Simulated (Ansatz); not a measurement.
`FC[SiH2][SnH3]` and `N[SiH2]CF` differ in one atom or group.

Ansatz, PBE0-D4/def2-TZVP geometries, multiplicity 1. Each molecule was computed in one conformer, which needn't be the lowest.

Elements past krypton have def2 core potentials.

```json
{"property": "HOMO–LUMO gap (PBE0/def2-TZVPP) / eV", "`FC[SiH2][SnH3]`": "7.77"}
{"property": "HOMO energy (PBE/def2-TZVPP) / eV", "`FC[SiH2][SnH3]`": "-6.84"}
{"property": "LUMO energy (PBE/def2-TZVPP) / eV", "`FC[SiH2][SnH3]`": "-0.94"}
{"property": "HOMO energy (PBE0/def2-TZVPP) / eV", "`FC[SiH2][SnH3]`": "-7.93"}
{"property": "HOMO–LUMO gap (ωB97M-V/def2-TZVPP) / eV", "`FC[SiH2][SnH3]`": "11.31"}
{"property": "HOMO energy (ωB97M-V/def2-TZVPP) / eV", "`FC[SiH2][SnH3]`": "-9.94"}
```

(1) Give the same properties after the change, and the shifts. (Best estimate.)

## Answers

(1) Computed: 
| property | `N[SiH2]CF` | shift |
| --- | --- | --- |
| HOMO–LUMO gap (PBE0/def2-TZVPP) / eV | 7.84 | 0.07 |
| HOMO energy (PBE/def2-TZVPP) / eV | -6.05 | 0.79 |
| LUMO energy (PBE/def2-TZVPP) / eV | -0.51 | 0.43 |
| HOMO energy (PBE0/def2-TZVPP) / eV | -7.48 | 0.45 |
| HOMO–LUMO gap (ωB97M-V/def2-TZVPP) / eV | 11.76 | 0.45 |
| HOMO energy (ωB97M-V/def2-TZVPP) / eV | -9.84 | 0.10 |

With PBE0 the HOMO rises by 0.45 eV and the LUMO rises by 0.51 eV, so the gap widens by about 0.06 eV. PBE moves the HOMO by 0.79 eV and ωB97M-V by 0.10 eV.
